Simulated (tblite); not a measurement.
Compound: C7H5ClO3.
Bonds: C1–C2, C2–O3 (double), C2–C4, C4–C5 (aromatic), C5–C6 (aromatic), C6–C7 (aromatic), C7–C8, C8–O9 (double), C8–Cl10, C7–O11 (aromatic), C4–O11 (aromatic). Hydrogens: H12, H13, H14 on C1; H15 on C5; H16 on C6.

Structure optimised with GFN2-xTB, isolated species.

Q: What internal coordinates does the optimisation give?

A: 
```tsv
bond	length (bohr)
C1–C2	2.837
C2=O3	2.283
C2–C4	2.790
C4–C5	2.613
C5–C6	2.643
C6–C7	2.617
C7–C8	2.734
C8=O9	2.250
C8–Cl10	3.338
C7–O11	2.539
C4–O11	2.534
C1–H12, C1–H13, C1–H14	2.055
C5–H15	2.023
C6–H16	2.023
```

Bonds in one row agree within 0.02 bohr and their mean is given. A selection of angles:
```tsv
angle	degrees
C2–C1–H12	109.9
H12–C1–H13	109.9
H13–C1–H14	107.6
C1–C2–O3	124.4
C1–C2–C4	114.6
O3–C2–C4	121.0
C2–C4–C5	129.4
C2–C4–O11	120.4
C5–C4–O11	110.2
C4–C5–C6	106.2
C4–C5–H15	125.7
C6–C5–H15	128.1
C5–C6–C7	106.0
C5–C6–H16	128.2
C7–C6–H16	125.8
C6–C7–C8	128.7
C6–C7–O11	110.2
C8–C7–O11	121.2
C7–C8–O9	127.1
C7–C8–Cl10	112.0
O9–C8–Cl10	120.9
C4–O11–C7	107.5
```

Torsions: C1–C2–C4–C5 180° (antiperiplanar); C6–C7–C8–O9 0° (synperiplanar).

Of the pairs four or more bonds apart, O11···H13 is among the closest relative to their van der Waals radii: 2.72 Å, 100 % of the sum of Bondi's values. The 5-membered ring C4–C5–C6–C7–O11 has internal angles of 106.0° to 110.2° (sum 540°, against 540° for a flat polygon); it is planar, 0.00 Å rms from its mean plane, widest ring torsion 0°. The 11 heavy atoms lie in one plane (0.002 Å rms). The C–O distances run from 1.191 Å (C8=O9, drawn double) to 1.344 Å (C7–O11, aromatic), a spread of 0.153 Å. The C–C distances run from 1.383 Å (C4–C5, aromatic) to 1.501 Å (C1–C2, drawn single), a spread of 0.118 Å.

Point group: Cs (tolerance 0.08 Å). Its GFN2-xTB frequencies are all real (lowest 42 cm⁻¹). One conformer, not necessarily the lowest. 3 starts were optimised and ended at 0.00, 0.01 and 2.68 kcal/mol (GFN2-xTB); the lowest of these is shown.

On one thread, Arm Neoverse V1 (aarch64), no GPU, shared host with 32 logical CPUs at a one-minute load of 28, this took 0.31 s of wall time. That covers the optimisation of the geometry.

These are computed values.
